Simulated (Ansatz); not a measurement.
Reaction (ligand exchange at a Ge–O bond): `BC(=C)[O][GeH3]` + H–F → `[F][GeH3]` + `BC(=C)O`

Program: Ansatz. Geometries: PBE0-D4/def2-TZVP. ΔE: electronic, gas phase. CCSD(T)/CBS is the MP2 limit (def2-TZVPP, def2-QZVPP) plus CCSD(T) − MP2 in def2-TZVPP, frozen cores. This one scheme is used for every species. Functionals use def2-TZVPP. B3LYP here is the variant with VWN-RPA as its local correlation; programs differ in this. For Ge outer-core shells are correlated without core-valence functions, which leaves a few kJ/mol of doubt a bond. Scalar relativity is left out up to krypton. One conformer a species, not always the lowest.

`BC(=C)[O][GeH3]`:

```xyz
12

B     0.894    0.164   -1.202
C     0.225    0.748    0.053
C     0.463    2.039    0.357
O    -0.596    0.042    0.876
Ge   -1.017   -1.682    0.618
H     0.726   -0.974   -1.538
H     1.600    0.868   -1.858
H     1.111    2.625   -0.278
H     0.020    2.512    1.228
H    -1.744   -1.840   -0.726
H     0.259   -2.537    0.664
H    -1.940   -1.966    1.806
```

H–F:

Z-matrix (Å, degrees):
```
F
H 1 0.920
```

`[F][GeH3]`:

```xyz
5

F     0.089    1.175   -1.157
Ge   -0.005   -0.065    0.064
H    -0.979   -1.121   -0.471
H     1.418   -0.611    0.231
H    -0.523    0.622    1.333
```

`BC(=C)O`:

Z-matrix (Å, degrees):
```
B
C 1 1.534
H 1 1.193 2 119.6
H 1 1.201 2 120.3 3 -180.0
C 2 1.344 1 120.0 3 0.0
O 2 1.365 1 121.4 3 -180.0
H 5 1.085 2 122.1 1 180.0
H 5 1.080 2 119.3 1 -0.0
H 6 0.960 2 108.4 1 0.0
```

| level | ΔE (kcal/mol) |
| --- | --- |
| PBE0-D4 | -8.8 |
| PBE | -10.9 |
| r2SCAN | -10.5 |
| B3LYP | -12.0 |
| HF/def2-TZVPP | -12.7 |
| CCSD(T)/def2-TZVPP | -7.3 |
| HF/def2-QZVPP | -13.1 |
| HF/CBS(def2) | -13.2 |

Question: What does CCSD(T)/CBS give? (Best estimate.)

Answer: Ansatz gave: -7.1 kcal/mol. The listed levels differ from it by -1.7, -3.8, -3.4, -4.9, -5.6, -0.2, -6.0, -6.1 kcal/mol.

Largest T1 diagnostic among the species: 0.013.

In def2-TZVPP, CCSD(T) changes the Hartree–Fock value by +5.3 kcal/mol (the triples alone add +0.8 kcal/mol) and MP2 by +6.2 kcal/mol. The D4 term adds +2.7 kcal/mol with B3LYP and +1.5 kcal/mol with PBE0; it sums over pairs of atoms, weighted by their polarisabilities, and B3LYP, whose exchange is more repulsive, gets the larger term.
